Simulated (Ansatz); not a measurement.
This geometry of AlClFH2Si (6 atoms, charge -1, multiplicity 1) is a first-order saddle point.

The calculation used RKS PBE0-D4/def2-SVP (Ansatz).

```xyz
6
Properties=species:S:1:pos:R:3
F 0.217 -2.472 -0.207
Al -0.451 -0.919 -0.088
Si 0.671 1.024 0.101
Cl -2.610 -1.131 -0.151
H 2.165 1.136 0.141
H 0.007 2.363 0.203
```

Problem. Which two structures does it join? (They come from a converged band through this point; their orientation in space is the band's.)

Solution. No bond is made or broken. The height of Si3 over the plane of its neighbours goes from 0.95 to -0.95 Å. The two ends are copies of one structure, up to a mirror image or an exchange of like atoms. The height can change sign by an inversion or by a turn that exchanges like atoms.

Image 0:

```xyz
6
Properties=species:S:1:pos:R:3
F 0.287 -2.299 -0.419
Al -0.373 -0.767 -0.100
Si 0.720 1.077 0.963
Cl -2.507 -1.004 -0.524
H 1.924 0.922 0.009
H -0.050 2.071 0.072
```

Image 6:

```xyz
6
Properties=species:S:1:pos:R:3
F 0.274 -2.334 -0.195
Al -0.368 -0.761 -0.154
Si 0.797 1.291 -0.552
Cl -2.532 -1.067 -0.033
H 1.905 0.865 0.434
H -0.076 2.006 0.499
```

Problem. How far does it lie above each of them?

Solution. 10.9 kcal/mol above the first and 10.9 kcal/mol above the second. This is the barrier of this one path; another mechanism may lie lower. Limits of this set-up: an anion without diffuse functions.

The run took 3 min on 1 thread of Intel(R) Xeon(R) Processor @ 2.50GHz (Skylake/Cascade Lake) (shared host), peak memory 0.19 GiB.
